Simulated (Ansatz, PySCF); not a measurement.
Ga(OH)2(PH2) (GaH4O2P), SMILES [OH][Ga]([OH])[PH2]. Atoms are numbered in the order given.

```xyz
8

Ga    -0.2456     0.1096    -0.1689
O     -1.6548    -0.9826    -0.2754
H     -2.4190    -0.6655    -0.7677
O     -0.2992     1.7005    -0.9791
H     -1.1087     1.9260    -1.4489
P      1.5733    -0.4840     1.0685
H      2.4852     0.0025     0.0887
H      1.5654    -1.8172     0.5679
```

The structure is a stationary point at ωB97X-D3(BJ)/def2-SVP. The structure was generated by enumeration; whether it is a known compound was not checked. One conformer was computed; it need not be the lowest.

Two levels are set side by side: PBE-D3(BJ)/def2-SVP (Ansatz, a quantum-chemistry and plane-wave program) and ωB97X-D3(BJ)/def2-SVP (PySCF). Each level has its own optimised geometry; the coordinates shown are those of the second. Frequencies come from the Hessian of PySCF at each geometry. Differences are taken from unrounded values.

```json
[
 {"quantity": "mean bond length (Å)", "ωB97X-D3(BJ)": "1.518", "PBE-D3(BJ)": "1.538", "PBE-D3(BJ) minus ωB97X-D3(BJ)": "0.020"},
 {"quantity": "bond Ga1–O2 (Å)", "ωB97X-D3(BJ)": "1.786", "PBE-D3(BJ)": "1.810", "PBE-D3(BJ) minus ωB97X-D3(BJ)": "0.024"},
 {"quantity": "bond Ga1–O4 (Å)", "ωB97X-D3(BJ)": "1.786", "PBE-D3(BJ)": "1.810", "PBE-D3(BJ) minus ωB97X-D3(BJ)": "0.024"},
 {"quantity": "bond Ga1–P6 (Å)", "ωB97X-D3(BJ)": "2.278", "PBE-D3(BJ)": "2.312", "PBE-D3(BJ) minus ωB97X-D3(BJ)": "0.034"},
 {"quantity": "bond O2–H3 (Å)", "ωB97X-D3(BJ)": "0.963", "PBE-D3(BJ)": "0.975", "PBE-D3(BJ) minus ωB97X-D3(BJ)": "0.012"},
 {"quantity": "bond O4–H5 (Å)", "ωB97X-D3(BJ)": "0.963", "PBE-D3(BJ)": "0.975", "PBE-D3(BJ) minus ωB97X-D3(BJ)": "0.012"},
 {"quantity": "bond P6–H7 (Å)", "ωB97X-D3(BJ)": "1.424", "PBE-D3(BJ)": "1.442", "PBE-D3(BJ) minus ωB97X-D3(BJ)": "0.017"},
 {"quantity": "bond P6–H8 (Å)", "ωB97X-D3(BJ)": "1.424", "PBE-D3(BJ)": "1.442", "PBE-D3(BJ) minus ωB97X-D3(BJ)": "0.017"},
 {"quantity": "highest harmonic wavenumber (cm⁻¹)", "ωB97X-D3(BJ)": "3927", "PBE-D3(BJ)": "3733", "PBE-D3(BJ) minus ωB97X-D3(BJ)": "-194"},
 {"quantity": "mean harmonic wavenumber (cm⁻¹)", "ωB97X-D3(BJ)": "1093", "PBE-D3(BJ)": "1037", "PBE-D3(BJ) minus ωB97X-D3(BJ)": "-56"},
 {"quantity": "zero-point energy (kcal/mol)", "ωB97X-D3(BJ)": "28.11", "PBE-D3(BJ)": "26.68", "PBE-D3(BJ) minus ωB97X-D3(BJ)": "-1.44"}
]
```

GGA bonds tend to be longer and softer than those of functionals with exact exchange. Differences between two approximate levels are no errors against the true value.
